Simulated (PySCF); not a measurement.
C$_{2}$H$_{6}$SZn, triplet, at the geometry of the source list (a higher spin typed on purpose: for a closed-shell molecule this is an excited state); PBE/STO-3G in PySCF.

Here is a job for PySCF.
```python
from pyscf import gto, scf, dft

mol = gto.Mole()
mol.atom = '''
    Zn   -0.286800    1.062100    0.887900
    C     0.390600   -0.737400    0.170100
    C     0.377700   -0.849500   -1.350700
    H    -0.229600   -1.524000    0.595300
    H     1.403800   -0.892500    0.535600
    H     1.021200   -0.103200   -1.811500
    H    -0.627000   -0.733800   -1.751100
    H     0.743500   -1.834500   -1.646100
    S    -1.037100    3.090900    1.708600
    H    -1.756200    2.521900    2.661900
'''
mol.basis = 'sto-3g'
mol.charge = 0
mol.spin = 2
mol.verbose = 3
mol.build()

mf = dft.UKS(mol)
mf.xc = 'pbe'
mf.kernel()
```

What the program printed (banner, timings and long lists left out):

```
SCF not converged.
SCF energy = -2230.66078380955 after 50 cycles  <S^2> = 2.0564009  2S+1 = 3.0373679
```

Convergence was not reached.
